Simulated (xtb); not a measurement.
xtb input (GFN1-xTB):

```bash
xtb mol.xyz --gfn 1 --sp --chrg -1 --uhf 0
```
mol.xyz:
```
7

C      1.10126503    -0.42590153     0.11882443
N      0.05902261     0.36914836     0.25462138
C     -1.13701915     0.20228262    -0.27306636
H      2.03612484    -0.17060416     0.61036532
H      1.07185192    -1.35069917    -0.47726420
H     -1.39316111    -0.65888258    -0.90885189
H     -1.91344924     0.93786092    -0.08114727
```

Output:

```
           -------------------------------------------------
          |                Calculation Setup                |
           -------------------------------------------------

           -------------------------------------------------
          |                 G F N 1 - x T B                 |
           -------------------------------------------------

        Reference                      10.1021/acs.jctc.7b00118
      * Hamiltonian:
        H0-scaling (s, p, d)           1.850000    2.250000    2.000000
        zeta-weighting                 0.000000
      * Dispersion:
        s8                             2.400000
        a1                             0.630000
        a2                             5.000000
        s9                             0.000000
      * Repulsion:
        kExp                           1.500000
        rExp                           1.000000
      * Coulomb:
        alpha                          2.000000
        third order                    atomic
        anisotropic                    false
      * Halogen bond correction:
        rad-scale                      1.300000
        damping                        0.440000

          ...................................................
          :                      SETUP                      :
          :.................................................:
          :  # basis functions                  20          :
          :  # atomic orbitals                  20          :
          :  # shells                           14          :
          :  # electrons                        18          :
          :  # halogen bonds                     0          :
          :  max. iterations                   250          :
          :  Hamiltonian                  GFN1-xTB          :
          :  restarted?                      false          :
          :  GBSA solvation                  false          :
          :  PC potential                    false          :
          :  electronic temp.          300.0000000     K    :
          :  accuracy                    1.0000000          :
          :  -> integral cutoff          0.2500000E+02      :
          :  -> integral neglect         0.1000000E-07      :
          :  -> SCF convergence          0.1000000E-05 Eh   :
          :  -> wf. convergence          0.2000000E-04 e    :
          :  Broyden damping             0.4000000          :
          :  net charge                         -1          :
          :  unpaired electrons                  0          :
          ...................................................

 iter      E             dE          RMSdq      gap      omega  full diag
   1     -9.7894450 -0.978945E+01  0.936E+00    3.82       0.0  T
   2     -9.8026903 -0.132453E-01  0.553E+00    3.47       1.0  T
   3     -9.8032639 -0.573652E-03  0.575E-01    3.51       1.0  T
   4     -9.8033714 -0.107510E-03  0.161E-01    3.50       1.0  T
   5     -9.8034063 -0.348883E-04  0.265E-03    3.50      14.3  T
   6     -9.8034063 -0.109955E-07  0.169E-04    3.50     223.4  T
   7     -9.8034063 -0.885798E-10  0.327E-05    3.50    1156.6  T

   *** convergence criteria satisfied after 7 iterations ***

         #    Occupation            Energy/Eh            Energy/eV
      -------------------------------------------------------------
         1        2.0000           -0.4718284             -12.8391
       ...           ...                  ...                  ...
         3        2.0000           -0.3259598              -8.8698
         4        2.0000           -0.2890917              -7.8666
         5        2.0000           -0.2719649              -7.4005
         6        2.0000           -0.2376928              -6.4679
         7        2.0000           -0.2103165              -5.7230
         8        2.0000           -0.1315688              -3.5802
         9        2.0000           -0.0753261              -2.0497 (HOMO)
        10                          0.0531331               1.4458 (LUMO)
        11                          0.1320977               3.5946
        12                          0.1366039               3.7172
        13                          0.1663196               4.5258
        14                          0.1895596               5.1582
       ...                                ...                  ...
        20                          0.7506951              20.4275
      -------------------------------------------------------------
                  HL-Gap            0.1284592 Eh            3.4956 eV
             Fermi-level           -0.0110965 Eh           -0.3020 eV

 SCC (total)                   0 d,  0 h,  0 min,  0.004 sec
 SCC setup                      ...        0 min,  0.000 sec (  1.899%)
 Dispersion                     ...        0 min,  0.000 sec (  0.866%)
 classical contributions        ...        0 min,  0.000 sec (  0.489%)
 integral evaluation            ...        0 min,  0.001 sec ( 23.286%)
 iterations                     ...        0 min,  0.001 sec ( 29.416%)
 molecular gradient             ...        0 min,  0.002 sec ( 41.066%)
 printout                       ...        0 min,  0.000 sec (  2.722%)

         :::::::::::::::::::::::::::::::::::::::::::::::::::::
         ::                     SUMMARY                     ::
         :::::::::::::::::::::::::::::::::::::::::::::::::::::
         :: total energy              -9.683884778267 Eh    ::
         :: gradient norm              0.018920046515 Eh/a0 ::
         :: HOMO-LUMO gap              3.495553574878 eV    ::
         ::.................................................::
         :: SCC energy                -9.803406341720 Eh    ::
         :: -> electrostatic           0.142846971871 Eh    ::
         :: repulsion energy           0.120928306954 Eh    ::
         :: dispersion energy         -0.001406743500 Eh    ::
         :: halogen bond corr.         0.000000000000 Eh    ::
         :: add. restraining           0.000000000000 Eh    ::
         :: total charge              -1.000000000000 e     ::
         :::::::::::::::::::::::::::::::::::::::::::::::::::::

           -------------------------------------------------
          |                Property Printout                |
           -------------------------------------------------

    * Orbital Energies and Occupations

         #    Occupation            Energy/Eh            Energy/eV
      -------------------------------------------------------------
         1        2.0000           -0.4718284             -12.8391
         2        2.0000           -0.3573560              -9.7242
         3        2.0000           -0.3259598              -8.8698
         4        2.0000           -0.2890917              -7.8666
         5        2.0000           -0.2719649              -7.4005
         6        2.0000           -0.2376928              -6.4679
         7        2.0000           -0.2103165              -5.7230
         8        2.0000           -0.1315688              -3.5802
         9        2.0000           -0.0753261              -2.0497 (HOMO)
        10                          0.0531331               1.4458 (LUMO)
        11                          0.1320977               3.5946
        12                          0.1366039               3.7172
        13                          0.1663196               4.5258
        14                          0.1895596               5.1582
        15                          0.4935505              13.4302
        16                          0.5134440              13.9715
        17                          0.5912457              16.0886
        18                          0.5915952              16.0981
        19                          0.7392772              20.1168
Note: The following floating-point exceptions are signalling: IEEE_DENORMAL
normal termination of xtb
        20                          0.7506951              20.4275
      -------------------------------------------------------------
                  HL-Gap            0.1284592 Eh            3.4956 eV
             Fermi-level           -0.0110965 Eh           -0.3020 eV

  Mulliken/CM5 charges         n(s)   n(p)   n(d)
     1C    -0.14998 -0.16673   0.930  3.220  0.000
     2N    -0.37727 -0.58455   1.528  3.849  0.000
     3C    -0.14998 -0.16673   0.930  3.220  0.000
     4H    -0.08492 -0.02355   1.085  0.000  0.000
     5H    -0.07646 -0.01744   1.076  0.000  0.000
     6H    -0.07646 -0.01744   1.076  0.000  0.000
     7H    -0.08492 -0.02355   1.085  0.000  0.000

Wiberg/Mayer (AO) data.
largest (>0.10) Wiberg bond orders for each atom

 ---------------------------------------------------------------------------
     #   Z sym  total        # sym  WBO       # sym  WBO       # sym  WBO
 ---------------------------------------------------------------------------
     1   6 C    3.772 --     2 N    1.484     4 H    0.982     5 H    0.965
                             3 C    0.327
     2   7 N    3.045 --     1 C    1.484     3 C    1.484
     3   6 C    3.772 --     2 N    1.484     7 H    0.982     6 H    0.965
                             1 C    0.327
     4   1 H    1.027 --     1 C    0.982
     5   1 H    1.001 --     1 C    0.965
     6   1 H    1.001 --     3 C    0.965
     7   1 H    1.027 --     3 C    0.982
 ---------------------------------------------------------------------------

Topologies differ in total number of bonds
Writing topology from bond orders to xtbtopo.mol

 dipole moment from electron density (au)
     X       Y       Z
  -0.0473  -0.2958  -0.2040  total (Debye):    0.921

           -------------------------------------------------
          | TOTAL ENERGY               -9.683884778267 Eh   |
          | GRADIENT NORM               0.018920046515 Eh/α |
          | HOMO-LUMO GAP               3.495553574878 eV   |
           -------------------------------------------------

------------------------------------------------------------------------
------------------------------------------------------------------------
 total:
 SCF:
```

It need not be the lowest isomer of its formula. Whether it binds its extra electron was not tested at this geometry.
